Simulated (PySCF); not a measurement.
Working out the ionisation energy of Si⁺

Si⁺ [Ne] 3s2 3p1 (2P) → Si²⁺ [Ne] 3s2 (1S). Calculation: PySCF 2.14, in aug-cc-pwCVTZ (8s7p5d3f, 75 functions); the non-relativistic Hamiltonian (point nucleus). Frozen: nothing. Energies in hartree (1 hartree = 27.21139 eV):

```json
{"part": "UHF", "Si⁺ (lower)": "-288.576060", "Si²⁺ (upper)": "-287.994337"}
{"part": "MP2 opposite-spin", "Si⁺ (lower)": "-0.242607", "Si²⁺ (upper)": "-0.235176"}
{"part": "MP2 same-spin", "Si⁺ (lower)": "-0.084389", "Si²⁺ (upper)": "-0.081417"}
```

What does Hartree-Fock give?

(-287.994337) − (-288.576060) = 0.581723 hartree = 15.829 eV.

What do MP2 and SCS-MP2 (6/5 opposite-spin, 1/3 same-spin) give?

The opposite-spin parts differ by 0.202 eV and the same-spin parts by 0.081 eV. MP2: 15.829 + (0.202) + (0.081) = 16.112 eV. SCS-MP2: 15.829 + 1.2 × (0.202) + (0.081)/3 = 16.098 eV.

Measured between the centres of the two terms (NIST): 16.322 eV, so MP2 (all electrons) is off by -0.210 eV.

What remains against the reference includes basis incompleteness and correlation beyond second order.
